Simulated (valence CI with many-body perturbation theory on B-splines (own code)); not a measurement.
Ga¹⁸⁺: calculated level list

Calculated by valence CI with perturbative core correlation (CI+MBPT): three valence electrons over a frozen Dirac-Fock core [Ne], radial functions for each j: 11 s, 11 p, 9 d, 7 f, 5 g, 2 h, 1 i, with the one-electron correlation potential Σ1, the two-electron term Σ2, the three-electron term Σ3, Breit, model QED; selected CI, second order for the rest (own B-spline code, finite nucleus).

No measured spectrum was set against this ion. As an estimate, levels of excited configurations hold to 0.05 to 0.15 % of their energy, terms of the ground configuration to about 0.5 %.

Levels 1 to 45 of 66, with energies above the lowest level, 3s²3p ²P°_1/2. "Leading %" is the weight of the configuration and term that name the level; weights of strongly mixed levels are sums over their largest components and can fall short. In the jj column 3d3/2^4 stands for four electrons in 3d with j = 3/2.

```
No.  Configuration  Term    J  E (cm⁻¹)  Leading %      g                Leading jj  Second component
  1          3s²3p   ²P°  1/2         0         98  0.664         3s^2 3p1/2 (98 %)                  
  2          3s²3p   ²P°  3/2     46588         97  1.333         3s^2 3p3/2 (97 %)                  
  3          3s3p²    ⁴P  1/2    313770         96  2.639         3s 3p1/2^2 (61 %)                  
  4          3s3p²    ⁴P  3/2    335410         99  1.726     3s 3p1/2 3p3/2 (93 %)                  
  5          3s3p²    ⁴P  5/2    356510         92  1.568     3s 3p1/2 3p3/2 (60 %)      7 % 3s3p² ²D
  6          3s3p²    ²D  3/2    425610         85  0.815     3s 3p1/2 3p3/2 (68 %)     11 % 3s²3d ²D
  7          3s3p²    ²D  5/2    435270         80  1.230         3s 3p3/2^2 (55 %)     11 % 3s²3d ²D
  8          3s3p²    ²S  1/2    501470         50  1.395     3s 3p1/2 3p3/2 (42 %)     45 % 3s3p² ²P
  9          3s3p²    ²P  1/2    548750         52  1.299         3s 3p3/2^2 (69 %)     46 % 3s3p² ²S
 10          3s3p²    ²P  3/2    560210         94  1.319         3s 3p3/2^2 (65 %)                  
 11          3s²3d    ²D  3/2    645260         85  0.801         3s^2 3d3/2 (85 %)     12 % 3s3p² ²D
 12          3s²3d    ²D  5/2    651320         86  1.199         3s^2 3d5/2 (86 %)     11 % 3s3p² ²D
 13            3p³   ²D°  3/2    799270         49  1.042      3p1/2^2 3p3/2 (63 %)   21 % 3s3p3d ²D°
 14            3p³   ²D°  5/2    815810         68  1.198      3p1/2 3p3/2^2 (68 %)   31 % 3s3p3d ²D°
 15            3p³   ⁴S°  3/2    824390         76  1.735      3p1/2 3p3/2^2 (80 %)      13 % 3p³ ²D°
 16         3s3p3d   ⁴F°  3/2    878190         96  0.421     3s 3p1/2 3d3/2 (84 %)                  
 17         3s3p3d   ⁴F°  5/2    888110         96  1.036     3s 3p1/2 3d3/2 (43 %)                  
 18            3p³   ²P°  1/2    897310         81  0.664      3p1/2 3p3/2^2 (81 %)   17 % 3s3p3d ²P°
 19         3s3p3d   ⁴F°  7/2    903060         96  1.243     3s 3p1/2 3d5/2 (50 %)                  
 20            3p³   ²P°  3/2    912540         62  1.339            3p3/2^3 (64 %)   13 % 3s3p3d ²P°
 21         3s3p3d   ⁴F°  9/2    925900        100  1.333    3s 3p3/2 3d5/2 (100 %)                  
 22         3s3p3d   ⁴P°  5/2    942430         60  1.488     3s 3p1/2 3d5/2 (88 %)   29 % 3s3p3d ⁴D°
 23         3s3p3d   ⁴D°  3/2    946550         63  1.360     3s 3p1/2 3d3/2 (45 %)   32 % 3s3p3d ⁴P°
 24         3s3p3d   ⁴D°  1/2    948450         89  0.252     3s 3p1/2 3d3/2 (68 %)    9 % 3s3p3d ⁴P°
 25         3s3p3d   ⁴D°  7/2    974000         95  1.419     3s 3p3/2 3d5/2 (66 %)                  
 26         3s3p3d   ⁴D°  5/2    975310         67  1.396     3s 3p3/2 3d3/2 (67 %)   22 % 3s3p3d ⁴P°
 27         3s3p3d   ⁴P°  1/2    976520         90  2.419     3s 3p3/2 3d3/2 (96 %)    9 % 3s3p3d ⁴D°
 28         3s3p3d   ⁴P°  3/2    976610         61  1.509     3s 3p3/2 3d3/2 (85 %)   35 % 3s3p3d ⁴D°
 29         3s3p3d   ²D°  3/2    990950         71  0.859     3s 3p3/2 3d5/2 (32 %)      18 % 3p³ ²D°
 30         3s3p3d   ²D°  5/2    992700         54  1.223     3s 3p3/2 3d5/2 (59 %)   17 % 3s3p3d ⁴P°
 31         3s3p3d   ²F°  5/2   1016100         85  0.910     3s 3p1/2 3d5/2 (45 %)   13 % 3s3p3d ²D°
 32         3s3p3d   ²F°  7/2   1051100         99  1.142     3s 3p3/2 3d5/2 (65 %)                  
 33         3s3p3d   ²P°  3/2   1096500         65  1.237     3s 3p1/2 3d3/2 (36 %)   16 % 3s3p3d ²D°
 34         3s3p3d   ²P°  1/2   1119300         88  0.662     3s 3p3/2 3d5/2 (75 %)      10 % 3p³ ²P°
 35         3s3p3d   ²F°  7/2   1119400         97  1.145     3s 3p3/2 3d5/2 (48 %)                  
 36         3s3p3d   ²F°  5/2   1124800         94  0.868     3s 3p3/2 3d3/2 (73 %)                  
 37         3s3p3d   ²P°  1/2   1146500         89  0.661     3s 3p3/2 3d3/2 (70 %)       6 % 3p³ ²P°
 38         3s3p3d   ²D°  3/2   1150400         53  1.013     3s 3p3/2 3d5/2 (46 %)   38 % 3s3p3d ²P°
 39         3s3p3d   ²D°  5/2   1155600         81  1.185     3s 3p3/2 3d5/2 (66 %)      12 % 3p³ ²D°
 40         3s3p3d   ²P°  3/2   1156300         68  1.208     3s 3p3/2 3d5/2 (45 %)   19 % 3s3p3d ²D°
 41          3p²3d    ⁴F  3/2   1317400         84  0.506      3p1/2^2 3d3/2 (66 %)      6 % 3p²3d ⁴D
 42          3p²3d    ²F  5/2   1322200         84  0.878  3p1/2 3p3/2 3d3/2 (58 %)     10 % 3s3d² ²F
 43          3p²3d    ⁴F  5/2   1330700         86  1.069  3p1/2 3p3/2 3d3/2 (53 %)     10 % 3p²3d ⁴D
 44          3p²3d    ²F  7/2   1336600         70  1.162  3p1/2 3p3/2 3d3/2 (43 %)     10 % 3s3d² ²F
 45          3p²3d    ⁴F  7/2   1348500         79  1.255  3p1/2 3p3/2 3d5/2 (83 %)     14 % 3p²3d ⁴D
```

Names give the largest LS component (configuration and term), which can be under half, so a name can repeat, a term be missing and a line seem to break the LS rules; names also repeat where a configuration has a term twice.

The ionisation energy to 3s² ¹S0 of the next ion comes out as 681.9 eV (NIST: 677 ± 3 eV (semi-empirical)). All 66 levels together are meant to be complete up to 1533000 cm⁻¹.
